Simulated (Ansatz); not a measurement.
CH₄OSSi (`C1O[SiH2]S1`), one more setting.

```yaml
crystal:
  periodic: [false, false, false]
  atoms:
    - {symbol: C, position_ang: [-0.404392, 1.085596, -0.191950]}
    - {symbol: O, position_ang: [0.339529, 0.467763, 0.845139]}
    - {symbol: Si, position_ang: [0.435266, -1.066801, 0.209909]}
    - {symbol: S, position_ang: [-0.679628, -0.283718, -1.419769]}
    - {symbol: H, position_ang: [0.165375, 1.893795, -0.653419]}
    - {symbol: H, position_ang: [-1.362032, 1.453553, 0.179949]}
    - {symbol: H, position_ang: [1.824424, -1.508069, -0.072223]}
    - {symbol: H, position_ang: [-0.226444, -2.099219, 1.046764]}
basis:
  gaussian: {orbitals: x2c-TZVPPall, point_charges: [{charge: 0.50, position_ang: [5.051, -0.466, 0.344]}]}
total_charge: 1
magnetization: {spin_polarized: true, initial_magnetization: 1}
hamiltonian: {xc: {name: LC-wPBE}}
scf: {lower_state_search: off}
output: {forces: true}
```

```sh
$ ansatz run in.yaml --threads 2 --pin off --events-out ev --progress --plain --max-ram 4352MiB
```

Output, abridged:

```
Functional definition: LC-wPBE
1161 factors; their error is unknown
344 factors; integrals over basis functions are off by at most 2.8e-5 eV
mean field evaluation 1: about -21885.1860 eV, gradient 5.2e1 eV
mean field evaluation 2: about -21864.9438 eV, gradient 8.5e1 eV
mean field evaluation 4: about -21894.7689 eV, gradient 3.7e0 eV
mean field evaluation 8: about -21894.9513 eV, gradient 2.5e-1 eV
mean field evaluation 16: about -21894.9249 eV, gradient 2.4e-3 eV
mean field -21894.92485218 eV, -804.6236474047 hartree, gradient 6.0e-6 eV, S^2 0.757155; 0 other end points of the search recorded, 0 dependent functions left out
reference -21894.92485219 eV, -804.6236474049 hartree; 24, 23 occupied and 178, 179 virtual orbitals, 1161 factors
Total energy: -21894.92485219 eV, -804.6236474049 hartree
Relativity: scalar
Atom 0 at    -0.404392     1.085596    -0.191950 Å, force     0.418512    -0.469075     0.600136 eV/Å
Atom 1 at     0.339529     0.467763     0.845139 Å, force    -0.332146    -0.230987    -0.971208 eV/Å
Atom 2 at     0.435266    -1.066801     0.209909 Å, force     1.192682    -0.756830     2.402677 eV/Å
Atom 3 at    -0.679628    -0.283718    -1.419769 Å, force    -0.655669     1.043226    -0.646289 eV/Å
Atom 4 at     0.165375     1.893795    -0.653419 Å, force    -0.095224     0.026979    -0.328486 eV/Å
Atom 5 at    -1.362032     1.453553     0.179949 Å, force    -0.231562    -0.019227    -0.227097 eV/Å
Atom 6 at     1.824424    -1.508069    -0.072223 Å, force    -0.277468     0.205223    -0.420365 eV/Å
Atom 7 at    -0.226444    -2.099219     1.046764 Å, force    -0.235092     0.186560    -0.446440 eV/Å
Dipole moment:    -0.328943    -0.039456    -0.416206 e Å
Checks for a lower state left out: stability, starts, cluster_reference, orbital_swaps, neighbouring_geometries, increment
```

Hardware: 2 threads of an Arm Neoverse V1 on a shared host. Wall time 5.5 s, peak host memory 0.35 GiB.
